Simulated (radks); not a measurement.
Results of a calculation; reference values are marked as such.
Species: Sn+. Configuration: [Kr] 4d10 5s2 5p1. Code: a radial shooting solver on a logarithmic mesh with Libxc functionals. Model: Dirac Kohn-Sham, RPBE, spin-unpolarised, spherical densities, point nucleus; open shells are shared between the two j in proportion to 2j + 1.

Unscreened Slater integrals over Kohn-Sham orbitals (cm^-1). Large and small components are both included.

integral          value
F0(5p3/2,5p3/2)   67045
F2(5p3/2,5p3/2)   35638
F0(5p3/2,5p1/2)   68307
G2(5p3/2,5p1/2)   36189
F0(5p3/2,5s1/2)   74443
G1(5p3/2,5s1/2)   47135
F0(5p3/2,4d5/2)   85076
F2(5p3/2,4d5/2)   21519
G1(5p3/2,4d5/2)  7414.0
G3(5p3/2,4d5/2)  6429.8
F0(5p1/2,5p1/2)   69663
F0(5p1/2,5s1/2)   76301
G1(5p1/2,5s1/2)   49913
F0(5p1/2,4d5/2)   88110
G3(5p1/2,4d5/2)  7315.0
F0(5s1/2,5s1/2)   85714
F0(5s1/2,4d5/2)  105260
G2(5s1/2,4d5/2)   14614
F0(4d5/2,4d5/2)  180590
F2(4d5/2,4d5/2)   90348
F4(4d5/2,4d5/2)   59371
